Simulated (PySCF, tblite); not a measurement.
Isomers of C4H11NSi, one GFN2-xTB conformer each. Single-point energies are computed at PBE0/pcSseg-1 (PySCF, gas phase, no added dispersion term), electronic only.

| SMILES | GFN2-xTB relative energy (kJ/mol) |
| --- | --- |
| C=CC[SiH2]NC | 51.4 |
| C[C@@H]1C[Si@@H](C)N1 | 0.0 |
| C=CCCN[SiH3] | 14.1 |
| C/C=N\[SiH](C)C | 25.0 |
| C=N[SiH2]C(C)C | 45.0 |

Conformers: `[CH2:1]=[CH:2][CH2:3][SiH2:4][NH:5][CH3:6]` with C1–C2–C3–Si4 -107°, C2–C3–Si4–N5 168°, C3–Si4–N5–C6 52°; `[CH3:1][C@@H:2]1[CH2:3][Si@@H:4]([CH3:5])[NH:6]1` with C1–C2–C3–Si4 -108°, C2–C3–Si4–C5 -119°, C3–Si4–N6–C2 10°, C1–C2–N6–Si4 107°; `[CH2:1]=[CH:2][CH2:3][CH2:4][NH:5][SiH3:6]` with C1–C2–C3–C4 -110°, C2–C3–C4–N5 63°, C3–C4–N5–Si6 80°; `[CH3:1]/[CH:2]=[N:3]\[SiH:4]([CH3:5])[CH3:6]` with C2–N3–Si4–C5 -122°; `[CH2:1]=[N:2][SiH2:3][CH:4]([CH3:5])[CH3:6]` with C1–N2–Si3–C4 115°, N2–Si3–C4–C5 49°.

Q: What does PBE0/pcSseg-1 give for the same structures?

A: 
| SMILES | PBE0/pcSseg-1 E (Eh) | PBE0/pcSseg-1 (kJ/mol) | GFN2-xTB (kJ/mol) | point group |
| --- | --- | --- | --- | --- |
| C/C=N\[SiH](C)C | -502.88844 | 0.0 | 25.0 | Cs |
| C[C@@H]1C[Si@@H](C)N1 | -502.88592 | 6.6 | 0.0 | C1 |
| C=CC[SiH2]NC | -502.85780 | 80.4 | 51.4 | C1 |
| C=N[SiH2]C(C)C | -502.85570 | 86.0 | 45.0 | C1 |
| C=CCCN[SiH3] | -502.84815 | 105.8 | 14.1 | C1 |

GFN2-xTB puts C[C@@H]1C[Si@@H](C)N1 lowest instead; measured from each level's own lowest isomer, the values differ by up to 91.7 kJ/mol (C=CCCN[SiH3]: 14.1 against 105.8). As drawn, the lowest has a C=N bond and an Si–C bond, which the highest lacks; the highest has an N–H bond and a C=C bond outside aromatic rings, which the lowest lacks. Neighbours under 10 kJ/mol apart (C/C=N\[SiH](C)C and C[C@@H]1C[Si@@H](C)N1; C=CC[SiH2]NC and C=N[SiH2]C(C)C) can change places with a better method, another conformer or zero-point energy.

Q: Which frontier levels, dipoles and rotational constants go with these structures?

A: 
| SMILES | HOMO (eV, PBE0/pcSseg-1) | LUMO (eV) | dipole (D) | A, B, C (MHz) |
| --- | --- | --- | --- | --- |
| C/C=N\[SiH](C)C | -6.62 | -0.31 | 1.59 | 4388, 1643, 1409 |
| C[C@@H]1C[Si@@H](C)N1 | -6.43 | 0.89 | 0.31 | 6993, 1771, 1652 |
| C=CC[SiH2]NC | -6.58 | 0.39 | 1.43 | 7140, 1244, 1157 |
| C=N[SiH2]C(C)C | -6.88 | -0.74 | 1.35 | 5355, 1637, 1379 |
| C=CCCN[SiH3] | -6.70 | 0.23 | 0.97 | 4770, 1558, 1334 |

Q: What happens when harmonic zero-point energies from GFN2-xTB frequencies are added?

A: 
| SMILES | ZPE (kJ/mol) | electronic (kJ/mol) | with ZPE (kJ/mol) |
| --- | --- | --- | --- |
| C/C=N\[SiH](C)C | 365.9 | 0.0 | 0.0 |
| C[C@@H]1C[Si@@H](C)N1 | 375.7 | 6.6 | 16.4 |
| C=CC[SiH2]NC | 364.1 | 80.4 | 78.6 |
| C=N[SiH2]C(C)C | 363.9 | 86.0 | 83.9 |
| C=CCCN[SiH3] | 360.9 | 105.8 | 100.8 |

The zero-point energies span 14.8 kJ/mol. The order is unchanged.

Q: As an exercise, what shares would exp(−E/RT) give at 500 K from these electronic energies alone (no entropy, no degeneracies)?

A: RT = 4.157 kJ/mol: C/C=N\[SiH](C)C 83.1 %, C[C@@H]1C[Si@@H](C)N1 16.9 %, C=CC[SiH2]NC under 0.1 %, C=N[SiH2]C(C)C under 0.1 %, C=CCCN[SiH3] under 0.1 %.
